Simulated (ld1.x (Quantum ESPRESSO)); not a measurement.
**What one change does to a pseudopotential (Ti, TM)**

- Element: Ti (Z = 22)
- Generator: ld1.x (Quantum ESPRESSO) 7.5
- Type: norm-conserving Troullier–Martins (Kleinman–Bylander form)
- Functional: LDA (PZ)
- Relativity: scalar-relativistic
- Frozen core: [Ar]
- Valence charge: 4
- Reference configuration: 3d2 4s2 4p0
- Partial waves: 4s (bound): rc 2.50 bohr; 4p (bound, empty): rc 3.95 bohr; 3d (bound): rc 2.15 bohr
- Local potential: the d channel
- Core correction: Bessel-smoothed model core inside 1.25 bohr

All-electron outer shells of the reference configuration (LDA (PZ), scalar-relativistic, ld1.x):

```json
{"shell": "3s", "level (eV)": "-62.26", "outermost node (bohr)": "0.40", "outermost maximum (bohr)": "0.87"}
{"shell": "3p", "level (eV)": "-38.78", "outermost node (bohr)": "0.37", "outermost maximum (bohr)": "0.90"}
{"shell": "4s", "level (eV)": "-4.60", "outermost node (bohr)": "1.25", "outermost maximum (bohr)": "2.88"}
{"shell": "3d", "level (eV)": "-4.46", "outermost node (bohr)": "–", "outermost maximum (bohr)": "0.97"}
{"shell": "4p", "level (eV)": "-1.54", "outermost node (bohr)": "1.39", "outermost maximum (bohr)": "3.80"}
```

Change: core [Ne] 3s2, valence charge 10; reference 3p6 3d2 4s1 4p0; waves now 4s (bound): rc 2.30 bohr; 3p (bound): rc 1.65 bohr; 3d (bound): rc 1.55 bohr; local potential all-electron potential smoothed inside 1.20 bohr (lloc = -1); core correction none.

Cutoffs: the cutoffs (Ry, on a coarse ladder) from which the occupation-weighted sum of valence levels, in a spherical-Bessel basis at the reference potential, stays within 10 and 1 mRy of its value at 400 Ry; they do not see the model core or the augmentation charge, which bear on the density cutoff. Errors are all-electron minus pseudo energies relative to the spin-unpolarised reference configuration.

Task: What does the change do?

Result: The potential gets harder (45 Ry and 55 Ry → 80 Ry and 90 Ry); the bound ghosts move from p, s to s; the number of tests that count goes from 8 to 9. The added semicore shells are compact, so their waves need more plane waves. Several settings change at once here, so the effects cannot be laid on one of them.

| quantity | base | changed |
| --- | --- | --- |
| cutoff, loose | 45 Ry | 80 Ry |
| cutoff, tight | 55 Ry | 90 Ry |
| bound ghosts | s, p | s |
| tests counted (converged, no solver errors) | 8 of 9 | 9 of 9 |

Base: Tests not counted: 3d1 4s2 4p1 (solver errors, printed error -82.9 eV). These tests converged, but a pseudo level misses the all-electron one widely, so the file describes the atom poorly there or has found another state: 3d1 4s0 4p0: empty 4s by 3.7 eV (a node warning on the way). Changed file: These tests converged, but a pseudo level misses the all-electron one widely, so the file describes the atom poorly there or has found another state: 3p6 3d0 4s0 4p0: empty 4s by 8.0 eV. A true bound ghost makes a file unfit for plane-wave use even where its test errors are small: the radial tests pick states by their node count and pass the ghost by. Where a test does run into it, the solver fails or the error is huge.
